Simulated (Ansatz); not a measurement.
`F[SiH2][AlH][Cl]` + H₂ → `F[SiH2][AlH2]` + HCl at 400 K and 1 bar (hydrogenolysis of the Al–Cl bond).

Program: Ansatz. Geometries: PBE0-D4/def2-TZVP. ΔE: electronic, gas phase. CBS: MP2 limit from def2 TZ/QZ plus the TZ coupled-cluster correction, frozen cores. This one scheme is used for every species. Each species was taken in one conformer, which may not be the lowest.

```
           species  CCSD(T)/CBS energy (Eh)  H − E (kJ/mol)  S (J/(mol·K))
`F[SiH2][AlH][Cl]`              -1092.58214           104.4          382.8
                H₂                 -1.17544            38.0          139.0
   `F[SiH2][AlH2]`               -633.31837           112.8          342.1
               HCl               -460.38127            29.6          195.4
```

H − E and S are ideal-gas, rigid-rotor, harmonic terms from PBE0-D4/def2-TZVP, for one conformer and one mirror image of each species. The MP2-based limit puts H₂ 0.8 mEh under its directly extrapolated value; such offsets cancel only in part. 1 Eh = 2625.50 kJ/mol, R = 8.31446 J/(mol·K).

Problem. By hand: ΔE, ΔH, ΔS and ΔG.

Solution. ΔE = (-633.31837) + (-460.38127) − (-1092.58214) − (-1.17544) = 0.05794 Eh = 152.1 kJ/mol. Δ(H − E) = 112.8 + 29.6 − 104.4 − 38.0 = 0.0, so ΔH = 152.1 kJ/mol. ΔS = 342.1 + 195.4 − 382.8 − 139.0 = 15.7 J/(mol·K). ΔG = 152.1 − 400 × (15.7)/1000 = 145.8 kJ/mol.

Problem. By hand: the equilibrium constant, and the temperature at which ΔG would vanish if ΔH and ΔS stayed fixed.

Solution. log₁₀ K = −ΔG/(RT ln 10) = -19.0. ΔG = 0 at ΔH/ΔS = 9688 K, far beyond where these terms or the molecules hold.

ΔH outweighs TΔS. A doubt of 5 kJ/mol in ΔE shifts log₁₀ K by 0.7 here. Other conformers and mirror images would add mixing entropy, several J/(mol·K) or more a flexible species. Modes under 60 cm⁻¹, often nearly free rotors, make the harmonic entropy too high. These are equilibria of isolated gas molecules and say nothing of rates. Largest T1 diagnostic: 0.012 (customary marks: 0.02 for closed shells, 0.045 for open ones).
